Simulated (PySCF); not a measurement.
C10H9NS, SMILES Cc1csc(-c2ccccn2)c1.

Geometry: PBE0-D3(BJ)/def2-SVP. One conformer was computed; it need not be the lowest.

Computed with PySCF with TDA-PBE/def2-SVP.

Vertical excitations. Isolated molecule, no solvent. State labels are in the subgroup Cs.

Computed lowest excited states:
```tsv
state	symmetry	energy (eV)	λ (nm)	f	main pairs
S1	A"	3.81	326	0.000	HOMO−1→LUMO 95 %
S2	A'	3.90	318	0.073	HOMO→LUMO+1 60 %, HOMO→LUMO 27 %
S3	A'	4.10	302	0.147	HOMO−2→LUMO 33 %, HOMO→LUMO+1 27 %, HOMO→LUMO 26 %
S4	A'	4.44	280	0.202	HOMO−2→LUMO+1 79 %, HOMO→LUMO 15 %
S5	A"	4.47	278	0.002	HOMO−1→LUMO+1 95 %
S6	A'	4.54	273	0.267	HOMO−2→LUMO 51 %, HOMO→LUMO 22 %, HOMO−2→LUMO+1 10 %
T1	A'	2.86	434	0	HOMO→LUMO 96 %
T2	A"	3.51	353	0	HOMO−1→LUMO 95 %
```
Triplets are in the Tamm–Dancoff approximation.
